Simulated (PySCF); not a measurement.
## Electron correlation in Si⁺ (silicon, charge +1)

[Ne] 3s2 3p1, 2P determinant. Computed with PySCF 2.14 in cc-pV(T+d)Z (5s4p3d1f, 39 functions), with the non-relativistic Hamiltonian (point nucleus). Frozen: [Ne]; 3 electrons correlated.

MP2 pair energies summed by pair of shells (mhartree):

```csv
pair,energy,share (%)
3s-3s,-22.88,55.3
3s-3p,-18.46,44.7
```

Total MP2 correlation energy: -41.34 mhartree.

Same-spin part -2.73 and opposite-spin part -38.61 mhartree; SCS-MP2 scales them by 1/3 and 6/5 to -47.24 mhartree.

```csv
level,correlation energy (mhartree)
CCSD,-58.63
(T),-1.09
CCSD(T),-59.72
```

Diagnostics: T1 = 0.014, D1 = 0.0323, largest double amplitude 0.106.

Is a single reference adequate?

Mostly. T1 lies below 0.03, but a double amplitude of this size points to a near-degeneracy that CCSD handles and MP2 describes poorly.
